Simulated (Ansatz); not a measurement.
Molecule: sum formula Si2H4F, charge -1, multiplicity 1. It need not be the lowest isomer of its formula. Whether it binds its extra electron was not tested at this geometry. 
Coordinates optimised at B3LYP-D3(BJ)/def2-TZVP (Ansatz, a quantum-chemistry and plane-wave program):
SMILES: F[SiH2][SiH2-]
```xyz
7

F     -1.6720    -0.7913    -0.3765
Si    -0.6305     0.2475     0.3836
Si     1.5890     0.1162    -0.3667
H     -1.2534     1.5946     0.1132
H     -1.0051     0.0072     1.8262
H      1.8926     1.3397     0.5155
H      1.9949    -0.9120     0.6965
```
Charge -1, spin multiplicity 1.

Basis-set convergence of Hartree-Fock and CCSD(T) correlation energies (hartree) with Ansatz. Cores are frozen in the correlated levels unless marked. No spin-orbit coupling. Non-relativistic.

```json
[
 {"basis": "aug-cc-pV(D+d)Z", "functions": "123", "E(HF)": "-679.70112", "E(corr, CCSD(T))": "-0.49256"},
 {"basis": "aug-cc-pV(T+d)Z", "functions": "248", "E(HF)": "-679.75158", "E(corr, CCSD(T))": "-0.59234"},
 {"basis": "aug-cc-pV(Q+d)Z", "functions": "442", "E(HF)": "-679.76525", "E(corr, CCSD(T))": "-0.62516"}
]
```

Extrapolating the two largest sets (X = 3 and 4) as X^-3: E(corr) = (64·(-0.62516) - 27·(-0.59234))/37 = -0.6491 Eh, an estimate of the basis-set limit. The largest set recovers 96.3 % of it, the smallest 75.9 %.
